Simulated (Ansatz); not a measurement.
Abstraction of H: C2H4Ge + SnH2Br → GeH3(CC) + SnH3Br

Species: C2H4Ge `C#[C][GeH3]`, singlet; SnH2Br `[Br][SnH2]`, doublet; GeH3(CC), doublet; SnH3Br `[Br][SnH3]`, singlet. A radical takes H: the energy is the difference in strength between the C–H bond broken and the Sn–H bond made.

Shapes, held fixed at every level: PBE0-D4/def2-TZVP. Programs: Ansatz 0.2.0. The zero-point and thermal change to 298 K, harmonic and unscaled (PBE0-D4/def2-TZVP), is -8.2 kJ/mol.

```json
{"level": "HF/def2-SVP", "kind": "Hartree–Fock", "ΔH(298 K) (kJ/mol)": "+187.1", "CPU time (sum over the molecules)": "–"}
{"level": "SPW92/def2-TZVPP", "kind": "LDA", "ΔH(298 K) (kJ/mol)": "+269.2", "CPU time (sum over the molecules)": "9.4 s"}
{"level": "r2SCAN-D4/def2-TZVPP", "kind": "meta-GGA", "ΔH(298 K) (kJ/mol)": "+242.2", "CPU time (sum over the molecules)": "39 s"}
{"level": "B3LYP-D4/def2-TZVPP", "kind": "global hybrid", "ΔH(298 K) (kJ/mol)": "+255.6", "CPU time (sum over the molecules)": "34 s"}
{"level": "PBE0-D4/def2-TZVPP", "kind": "global hybrid", "ΔH(298 K) (kJ/mol)": "+249.6", "CPU time (sum over the molecules)": "24 s"}
{"level": "r2SCAN0-D4/def2-TZVPP", "kind": "global hybrid", "ΔH(298 K) (kJ/mol)": "+240.1", "CPU time (sum over the molecules)": "48 s"}
{"level": "wB97X-V/def2-TZVPP", "kind": "range-separated hybrid", "ΔH(298 K) (kJ/mol)": "+245.9", "CPU time (sum over the molecules)": "92 s"}
{"level": "B2PLYP/def2-TZVPP", "kind": "double hybrid", "ΔH(298 K) (kJ/mol)": "+252.8", "CPU time (sum over the molecules)": "38 s"}
```

B2PLYP/def2-TZVPP gives ΔH(298 K) = +252.8 kJ/mol; the levels span +187.1 to +269.2. The median of the levels is +247.7. No measured value is set beside it here. Spin contamination: GeH3(CC) (⟨S²⟩ up to 1.14). Open shells run unrestricted unless RO is named. For atoms past krypton def2 sets carry core potentials with scalar relativity. Relativity is left out for Br, Ge unless named. Correlated rows may include outer-core shells of Br, Ge, Sn, which these sets cover unevenly. Times are processor times on shared x86 and Arm servers, and rough.
